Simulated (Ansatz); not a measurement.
Cost and result for the atomization energy of `CC(=O)OB(OC(C)=O)OC(C)=O` (22 atoms, 21 bonds).

Z-matrix (Å, degrees):
```
C
C 1 1.493
H 1 1.087 2 109.9
H 1 1.092 2 109.2 3 121.1
H 1 1.092 2 109.8 3 -121.6
O 2 1.365 1 110.8 3 -179.1
O 2 1.192 1 126.3 3 -1.2
B 6 1.371 2 124.7 1 -164.5
O 8 1.371 6 119.7 2 36.2
O 8 1.371 6 119.7 2 -155.2
C 9 1.365 8 124.7 6 -155.2
C 10 1.365 8 124.7 6 36.2
O 11 1.192 9 122.9 8 17.4
C 11 1.493 9 110.8 8 -164.6
O 12 1.192 10 122.9 8 17.4
C 12 1.493 10 110.8 8 -164.5
H 14 1.092 11 109.8 9 59.2
H 14 1.087 11 109.9 9 -179.2
H 14 1.092 11 109.2 9 -58.1
H 16 1.092 12 109.8 10 59.4
H 16 1.087 12 109.9 10 -179.1
H 16 1.092 12 109.2 10 -58.0
```

Charge 0, multiplicity 1. The structure was optimised at the PBE0-D4/def2-TZVP level. It is one conformer, not always the lowest. Program: Ansatz. All runs use 4 threads of an AMD EPYC 7R13 on a shared host and a share of an NVIDIA H100 80 GB. Times are those of one run each, without the atoms' runs, and a repeat can differ threefold. Electronic energies, without spin–orbit coupling; frozen cores. CCSD(T)/CBS adds CCSD(T) − MP2 in def2-TZVPP to the MP2 limit, and its time is that of the two runs behind it. T1 = 0.015. HSE06 is the plane-wave form, built on full-range PBE exchange.

CCSD(T)/CBS is a level of theory with its own doubt, some kJ/mol a heavy atom from the limit and from the frozen cores, so smaller differences don't rank the functionals.

```tsv
level	functions	wall time	atomization (kJ/mol)	difference from CCSD(T)/CBS	per bond
BLYP-D4/def2-TZVPP	529	2.8 s	10197.9	90.7	4.3
PBE-D4/def2-TZVPP (with forces)	529	3 s	10513.7	406.5	19.4
r2SCANh-D4/def2-TZVPP	529	3.2 s	10114.1	6.9	0.3
PBE0-D4/def2-TZVPP	529	3.5 s	10207.6	100.4	4.8
CAM-B3LYP-D4/def2-TZVPP	529	3.6 s	10197.9	90.7	4.3
HSE06-D4/def2-TZVPP	529	3.8 s	10217.4	110.2	5.3
PBE-QIDH/def2-TZVPP	529	4.2 s	10089.9	-17.3	-0.8
CCSD(T)/def2-SVP	227	6 s	9700.7	-406.5	-19.4
B2PLYP/def2-TZVPP	529	6 s	10044.5	-62.7	-3.0
ωB97X-V/def2-TZVPP	529	8 s	10154.0	46.8	2.2
MP2/def2-QZVPP	1011	8.5 s	10334.6	227.4	10.8
CCSD(T)/def2-TZVPP	529	2.3 min	9845.2	-262.0	-12.5
CCSD(T)/CBS(def2)	–	2.4 min	10107.2	0.0	0.0
```

From r2SCAN to r2SCAN0 (25 % exact exchange), in def2-TZVPP and without D4, the atomization energy moves by −252.8 kJ/mol: exact exchange takes away binding that semilocal exchange gives to molecules. Leaving LDA and LC-ωPBE aside and taking each functional with its dispersion term where it has one, the values, not all of them listed here, spread over 815.0 kJ/mol, from BHLYP-D4 to PBE-D4. LDA lies +1442.5 kJ/mol from PBE without D4, its usual overbinding. The D4 term adds +81.8 kJ/mol with B3LYP and +44.8 kJ/mol with PBE0; it sums over pairs of atoms, weighted by their polarisabilities, and B3LYP, whose exchange is more repulsive, gets the larger term.

B3LYP here is the variant with VWN-RPA as its local correlation; programs differ in this.
